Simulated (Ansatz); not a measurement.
Basis-set extrapolation for AlClH$_{4}$OSi, SMILES `[OH][Al]([SiH3])[Cl]` (PBE0-D4/def2-TZVP geometry, frozen core, Ansatz). Multiplicity 1, RHF reference.

```csv
,def2-TZVPP,def2-QZVPP
HF,-1067.745267,-1067.777737
MP2 correlation,-0.629447,-0.684657
CCSD(T) correlation,-0.701164,not run
```

Energies in hartree. Use E(X) = E(∞) + A·exp(−7.88·√X) for Hartree–Fock and E(X) = E(∞) + B·X^(−2.97) for correlation, with X = 3 and 4, and add CCSD(T) minus MP2 of the smaller set to the MP2 limit.

**Question.** What is the CCSD(T) energy at the basis-set limit?

**Answer.** HF limit: -1067.777737 + (-0.032470) × 0.13774 = -1067.78221. MP2 limit: -0.684657 + (-0.055210) × 0.74074 = -0.72555. Higher-order term: -0.701164 − (-0.629447) = -0.07172. Total: -1068.57948 hartree, 83.5 kcal/mol below CCSD(T)/def2-TZVPP.
